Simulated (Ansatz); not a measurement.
Input for Ansatz (an electronic-structure program): U-PBE0/def2-TZVPP on AlZn, 2S+1 = 2, a spin state set in the input, which need not be the lowest, a point of a bond scan (R = 2.708 Å).

Ansatz 0.2 input:
```yaml
crystal:
  periodic: [false, false, false]
  atoms:
    - {symbol: Zn, position_ang: [0.00000000, 0.00000000, 0.00000000]}
    - {symbol: Al, position_ang: [0.00000000, 0.00000000, 2.70789800]}
basis:
  gaussian:
    orbitals: def2-TZVPP
    pivot_positions_ang: [[0.00000000, 0.00000000, 0.00000000], [0.00000000, 0.00000000, 2.70789800]]
hamiltonian:
  xc: {name: PBE0}
magnetization: {spin_polarized: true, initial_magnetization: 1}
output: {forces: true, orbitals: {seedname: ./end}}
```

Output:

```
WARN ansatz: RAYON_NUM_THREADS=2 ignored (pool sized by the plan → 2); use --threads N
Functional definition: PBE0
integrals: 0.04 GiB planned
884 factors; their error is unknown
mean field: 0.52 GiB planned
mean field evaluation 1: about -55004.7921 eV, gradient 1.5e1 eV
mean field evaluation 2: about -55003.8689 eV, gradient 3.0e1 eV
mean field evaluation 4: about -55005.2349 eV, gradient 5.2e-1 eV
mean field evaluation 8: about -55005.3296 eV, gradient 7.8e-2 eV
mean field evaluation 16: about -55005.3296 eV, gradient 1.2e-4 eV
mean field evaluation 32: about -55004.6224 eV, gradient 5.0e0 eV
mean field -55005.32963785 eV, -2021.4085802393 hartree, gradient 9.0e-6 eV, S^2 0.757214; 8 other end points of the search recorded, 0 dependent functions left out
the calculation of the forces begins
reference -55005.32966042 eV, -2021.4085810690 hartree; 22, 21 occupied and 84, 85 virtual orbitals, 884 factors
Total energy: -55005.32966042 eV, -2021.4085810690 hartree
Atom 0 at     0.000000     0.000000     0.000000 Å, force     0.000000     0.000000     0.022166 eV/Å
Atom 1 at     0.000000     0.000000     2.707898 Å, force    -0.000000    -0.000000    -0.022166 eV/Å
Dipole moment:    -0.000000     0.000000    -0.168138 e Å
```

Self-consistency was reached.

Cost: very roughly 18 core-seconds.
